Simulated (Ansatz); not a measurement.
Mean bond length (Å) of eight silicon and germanium compounds: PBE-D3(BJ) beside B3LYP-D3(BJ), computed with Ansatz (a quantum-chemistry and plane-wave program) for isolated molecules in the bases named; differences from unrounded values. The eight are the first of their class met in an unordered collection, after screening for sound electronic states; none was chosen by its value. Each level has its own optimised geometry.

| molecule | basis | B3LYP-D3(BJ) | PBE-D3(BJ) | difference |
|---|---|---|---|---|
| 1,3-oxasiletane-2,4-dione (C₂H₂O₃Si), SMILES C1([SiH2]C(O1)=O)=O | def2-SVP | 1.506 | 1.517 | 0.011 |
| C3H6FNSi, SMILES C1(=CCN1[SiH3])F | def2-SVP | 1.383 | 1.391 | 0.008 |
| SiHBr3, SMILES Br[SiH](Br)Br | def2-SVP | 2.036 | 2.042 | 0.006 |
| Cl₂FH₃Si₂, SMILES F[SiH2][SiH](Cl)Cl | def2-SVP | 1.798 | 1.808 | 0.010 |
| C₂H₉FOSi₂, SMILES [C@@H]([Si@@H](F)O)(C)[SiH3] | def2-SVP | 1.424 | 1.433 | 0.010 |
| GeF3Br, SMILES [F][Ge]([F])([F])[Br] | def2-SVP | 1.851 | 1.863 | 0.012 |
| Si(Cl)(H)2(NHMe) (CH6ClNSi), SMILES CN[SiH2]Cl | def2-SVP | 1.396 | 1.405 | 0.008 |
| Si(F)2(OH)(SiH3) (F₂H₄OSi₂), SMILES O[Si](F)(F)[SiH3] | def2-SVP | 1.581 | 1.592 | 0.011 |

PBE-D3(BJ) lies below B3LYP-D3(BJ) in 0 and above it in 8 of the eight; the mean signed difference is 0.009 and the largest 0.012 Å.
